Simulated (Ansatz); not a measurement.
CH₃F₃Zr, SMILES `[CH3][Zr]([F])([F])[F]`: the same geometry under several functionals.

```yaml
crystal:
  periodic: [false, false, false]
  atoms:
    - {symbol: C, position_ang: [-0.993039, -0.177684, 0.564721]}
    - {symbol: Zr, position_ang: [0.899205, 0.160832, -0.511367]}
    - {symbol: F, position_ang: [2.238903, -0.789562, 0.441045]}
    - {symbol: F, position_ang: [0.649276, -0.514571, -2.268197]}
    - {symbol: F, position_ang: [1.199339, 2.035625, -0.497215]}
    - {symbol: H, position_ang: [-0.930154, 0.186969, 1.596284]}
    - {symbol: H, position_ang: [-1.240199, -1.244774, 0.600260]}
    - {symbol: H, position_ang: [-1.823342, 0.343175, 0.074470]}
basis:
  gaussian: {orbitals: def2-TZVPP}
hamiltonian: {xc: {name: wB97M-V}}
output: {forces: true, orbitals: {seedname: orbitals}}
```

```sh
$ ansatz run in.yaml --threads 4 --pin off --events-out ev --progress --plain --max-ram 10444MiB
```

It prints (some lines left out):

```
Functional definition: wB97M-V
  name "wB97M-V"
  cite "Mardirossian & Head-Gordon, J. Chem. Phys. 144, 214110 (2016) doi:10.1063/1.4952647"
  cite "Becke, J. Chem. Phys. 107, 8554 (1997) doi:10.1063/1.475007"
  cite "Vydrov & Van Voorhis, J. Chem. Phys. 133, 244103 (2010) doi:10.1063/1.3521275"
  # Of w^i u^j: cxij and so on, Table III.
  parameter omega = 0.3/bohr
  parameter cx = 0.15
  parameter cx01 = 1.007
  parameter cx10 = 0.259
  parameter css00 = 0.443
  parameter css04 = -1.437
  parameter css10 = -4.535
  parameter css20 = -3.390
  parameter css43 = 4.278
  parameter cos00 = 1.000
  parameter cos10 = 1.358
  parameter cos20 = 2.924
  parameter cos21 = -8.812
  parameter cos60 = -1.390
  parameter cos61 = 9.142
  parameter b = 6.0
  parameter c = 0.01
  gx(w, u) = 1 - cx + cx01*u + cx10*w
  gss(w, u) = css00 + css04*u^4 + css10*w + css20*w^2 + css43*w^4*u^3
  gos(w, u) = cos00 + cos10*w + (cos20 + cos21*u)*w^2 + (cos60 + cos61*u)*w^6
  exchange = spin_sum(e_x_unif_sr(omega)*gx(b97_w, b97_u_x)) + cx*exact_x_sr(omega) + exact_x_lr(omega)
  correlation = spin_sum(e_c_pw_mod_same_spin*gss(b97_w, b97_u_same))
      + integral(e_c_pw_mod_opposite_spin*gos(b97_w_opposite, b97_u_opposite)) + vv10(b, c)
1155 factors; their error is unknown
271 factors; integrals over basis functions are off by at most 1.8e-5 eV
mean field evaluation 1: about -10513.7365 eV, gradient 7.5e1 eV
mean field evaluation 2: about -10506.8004 eV, gradient 1.1e2 eV
mean field evaluation 4: about -10523.5330 eV, gradient 3.1e0 eV
mean field evaluation 8: about -10523.5604 eV, gradient 5.2e-2 eV
mean field evaluation 16: about -10523.5883 eV, gradient 1.6e-4 eV
mean field -10523.58831936 eV, -386.7347375921 hartree, gradient 3.9e-5 eV, S^2 0.000000; 0 other end points of the search recorded, 0 dependent functions left out
the calculation of the forces begins
reference -10523.58841062 eV, -386.7347409459 hartree; 24, 24 occupied and 198, 198 virtual orbitals, 1155 factors
Total energy: -10523.58841062 eV, -386.7347409459 hartree
Atom 0 at    -0.993039    -0.177684     0.564721 Å, force    -0.077515    -0.014264     0.044101 eV/Å
Atom 1 at     0.899205     0.160832    -0.511367 Å, force    -0.021119    -0.002781     0.012907 eV/Å
Atom 2 at     2.238903    -0.789562     0.441045 Å, force     0.067830    -0.044085     0.042350 eV/Å
Atom 3 at     0.649276    -0.514571    -2.268197 Å, force    -0.007529    -0.031401    -0.085948 eV/Å
Atom 4 at     1.199339     2.035625    -0.497215 Å, force     0.019032     0.089197    -0.002024 eV/Å
Atom 5 at    -0.930154     0.186969     1.596284 Å, force    -0.027147    -0.034660    -0.074820 eV/Å
Atom 6 at    -1.240199    -1.244774     0.600260 Å, force    -0.001454     0.085904     0.009587 eV/Å
Atom 7 at    -1.823342     0.343175     0.074470 Å, force     0.047902    -0.047909     0.053847 eV/Å
Dipole moment:    -0.169581    -0.030475     0.096350 e Å
```

Run time 12 s (4 threads of an Arm Neoverse V1 on a shared host); peak host memory 0.71 GiB.

The same input with `hamiltonian: {xc: {name: r2SCANh}, dispersion: d4}` and no forces (abridged; 4.4 s):

```
Functional definition: r2SCANh
mean field evaluation 16: about -10524.2844 eV, gradient 3.6e-5 eV
mean field -10524.28442348 eV, -386.7603189467 hartree, gradient 3.6e-5 eV, S^2 0.000000
Total energy: -10524.31968665 eV, -386.7616148443 hartree
```

With the line `hamiltonian: {xc: {name: B97M-V}}` and no forces (abridged; 9.5 s):

```
Functional definition: B97M-V
mean field evaluation 16: about -10525.9314 eV, gradient 4.3e-4 eV
mean field -10525.93138973 eV, -386.8208438402 hartree, gradient 2.3e-5 eV, S^2 0.000000
Total energy: -10525.93149347 eV, -386.8208476526 hartree
```

Changing it to `hamiltonian: {xc: hse06, dispersion: d4}` and no forces (abridged; 3 s):

```
Functional definition: HSE06
mean field evaluation 16: about -10518.5277 eV, gradient 1.7e-4 eV
mean field -10518.52765457 eV, -386.5487615915 hartree, gradient 2.8e-5 eV, S^2 0.000000
Total energy: -10518.63571448 eV, -386.5527327197 hartree
```

With the line `hamiltonian: {xc: {name: r2SCAN0}, dispersion: d4}` and no forces (abridged; 4.7 s):

```
Functional definition: r2SCAN0
mean field evaluation 16: about -10522.8300 eV, gradient 3.3e-4 eV
mean field -10522.82997598 eV, -386.7068689871 hartree, gradient 5.6e-5 eV, S^2 0.000000
Total energy: -10522.86909566 eV, -386.7083066087 hartree
```

The same input with `hamiltonian: {xc: {name: B3LYP}, dispersion: d4}` (abridged; 3.9 s):

```
Functional definition: B3LYP
mean field evaluation 16: about -10529.1526 eV, gradient 2.8e-4 eV
mean field -10529.15255887 eV, -386.9392196226 hartree, gradient 5.4e-5 eV, S^2 0.000000
Total energy: -10529.36936772 eV, -386.9471872007 hartree
Atom 0 force    -0.216150    -0.038946     0.122722 eV/Å
Atom 1 force    -0.001045     0.000803     0.001466 eV/Å
Atom 2 force     0.200211    -0.153063     0.158165 eV/Å
Atom 3 force    -0.052341    -0.109557    -0.272015 eV/Å
Atom 4 force     0.035488     0.294972     0.009085 eV/Å
Atom 5 force    -0.007398    -0.017990    -0.046180 eV/Å
Atom 6 force     0.006741     0.049188     0.001086 eV/Å
Atom 7 force     0.034493    -0.025406     0.025670 eV/Å
Dipole moment:    -0.194915    -0.035008     0.110766 e Å
```

HSE06 is the plane-wave form, built on full-range PBE exchange.

B3LYP takes the VWN-RPA correlation (the form of Gaussian; ORCA's B3LYP/G).
